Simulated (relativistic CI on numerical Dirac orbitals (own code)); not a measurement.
Electric-dipole lines of Rb³⁶⁺

Method of calculation: Dirac equation for one electron, model QED (radiative potential, 1s self-energy scaled to tabulated hydrogen-like ionisation energies) (own radial code, finite nucleus).

Configuration list: 1s, 2s, 2p, 3s, 3p, 3d, 4s, 4p, 4d, 4f, 5s, 5p, 5d, 5f, 5g, 6s, 6p, 6d. Levels of other configurations are missing.

```tsv
λ vac (nm)	Lower	Upper	A (s⁻¹)	E lower (eV)	E upper (eV)
0.07344	1s ²S1/2 [1]	3p ²P°3/2 [8]	3.11e+14	0.0	16883.3
0.08678	1s ²S1/2 [1]	2p ²P°3/2 [4]	1.15e+15	0.0	14287.8
0.08732	1s ²S1/2 [1]	2p ²P°1/2 [2]	1.18e+15	0.0	14198.7
0.31542	2p ²P°3/2 [4]	5d ²D5/2 [22]	1.77e+13	14287.8	18218.5
0.34478	2p ²P°1/2 [2]	4d ²D3/2 [12]	3.39e+13	14198.7	17794.7
0.34496	2s ²S1/2 [3]	4p ²P°3/2 [13]	1.81e+13	14200.6	17794.7
0.35318	2p ²P°3/2 [4]	4d ²D5/2 [15]	3.87e+13	14287.8	17798.3
0.46184	2p ²P°1/2 [2]	3d ²D3/2 [7]	1.04e+14	14198.7	16883.3
0.46216	2s ²S1/2 [3]	3p ²P°3/2 [8]	4.13e+13	14200.6	16883.3
0.46676	2s ²S1/2 [3]	3p ²P°1/2 [5]	4.43e+13	14200.6	16856.9
0.47613	2p ²P°3/2 [4]	3d ²D5/2 [9]	1.21e+14	14287.8	16891.8
0.47769	2p ²P°3/2 [4]	3d ²D3/2 [7]	2.01e+13	14287.8	16883.3
0.79299	3p ²P°3/2 [8]	6d ²D5/2 [30]	3.54e+12	16883.3	18446.8
0.91180	3p ²P°1/2 [5]	5d ²D3/2 [19]	5.41e+12	16856.9	18216.7
0.91218	3s ²S1/2 [6]	5p ²P°3/2 [20]	3.01e+12	16857.5	18216.7
0.92857	3d ²D3/2 [7]	5f ²F°5/2 [21]	8.07e+12	16883.3	18218.5
0.92860	3p ²P°3/2 [8]	5d ²D5/2 [22]	6.38e+12	16883.3	18218.5
0.93388	3d ²D5/2 [9]	5f ²F°7/2 [24]	8.52e+12	16891.8	18219.4
1.3220	3p ²P°1/2 [5]	4d ²D3/2 [12]	1.10e+13	16856.9	17794.7
1.3228	3s ²S1/2 [6]	4p ²P°3/2 [13]	5.52e+12	16857.5	17794.7
1.3387	3s ²S1/2 [6]	4p ²P°1/2 [10]	6.01e+12	16857.5	17783.6
1.3550	3d ²D3/2 [7]	4f ²F°5/2 [14]	2.43e+13	16883.3	17798.3
1.3550	3p ²P°3/2 [8]	4d ²D5/2 [15]	1.32e+13	16883.3	17798.3
1.3604	3p ²P°3/2 [8]	4d ²D3/2 [12]	2.22e+12	16883.3	17794.7
1.3650	3d ²D5/2 [9]	4f ²F°7/2 [16]	2.58e+13	16891.8	17800.1
1.3677	3d ²D5/2 [9]	4f ²F°5/2 [14]	1.72e+12	16891.8	17798.3
1.8724	4p ²P°1/2 [10]	6d ²D3/2 [28]	1.35e+12	17783.6	18445.8
1.9013	4p ²P°3/2 [13]	6d ²D5/2 [30]	1.62e+12	17794.7	18446.8
2.8630	4p ²P°1/2 [10]	5d ²D3/2 [19]	2.27e+12	17783.6	18216.7
2.8645	4s ²S1/2 [11]	5p ²P°3/2 [20]	1.31e+12	17783.8	18216.7
2.9027	4s ²S1/2 [11]	5p ²P°1/2 [17]	1.44e+12	17783.8	18211.0
2.9257	4d ²D3/2 [12]	5f ²F°5/2 [21]	4.54e+12	17794.7	18218.5
2.9258	4p ²P°3/2 [13]	5d ²D5/2 [22]	2.77e+12	17794.7	18218.5
2.9386	4p ²P°3/2 [13]	5d ²D3/2 [19]	4.70e+11	17794.7	18216.7
2.9442	4f ²F°5/2 [14]	5g ²G7/2 [23]	7.72e+12	17798.3	18219.4
2.9443	4d ²D5/2 [15]	5f ²F°7/2 [24]	4.85e+12	17798.3	18219.4
2.9507	4d ²D5/2 [15]	5f ²F°5/2 [21]	3.24e+11	17798.3	18218.5
2.9529	4f ²F°7/2 [16]	5g ²G9/2 [25]	7.97e+12	17800.1	18220.0
2.9568	4f ²F°7/2 [16]	5g ²G7/2 [23]	2.84e+11	17800.1	18219.4
2.9778	4p ²P°3/2 [13]	5s ²S1/2 [18]	9.42e+11	17794.7	18211.1
5.2806	5p ²P°1/2 [17]	6d ²D3/2 [28]	6.76e+11	18211.0	18445.8
5.2832	5s ²S1/2 [18]	6p ²P°3/2 [29]	4.28e+11	18211.1	18445.8
5.3583	5s ²S1/2 [18]	6p ²P°1/2 [26]	4.71e+11	18211.1	18442.5
5.3868	5p ²P°3/2 [20]	6d ²D5/2 [30]	8.35e+11	18216.7	18446.8
5.4887	5p ²P°3/2 [20]	6s ²S1/2 [27]	3.88e+11	18216.7	18442.6
```

Terms are leading LS components. Brackets give the number of a level in order of energy, since labels repeat. The list gives strong lines, with weight on those to low levels, without lines whose two gauges differ by over a factor of 2.5. Levels whose partners in the same complex of configurations lie outside the list can be far off, and so can their lines. Rates are taken at the computed energies, electric ones in the length gauge.

Problem. From the table, what is the radiative lifetime of 5d ²D5/2?

Solution. The listed rates from this level add up to about 2.68e+13 s⁻¹, 98 % of its decay; with all channels τ = 3.65e-14 s.
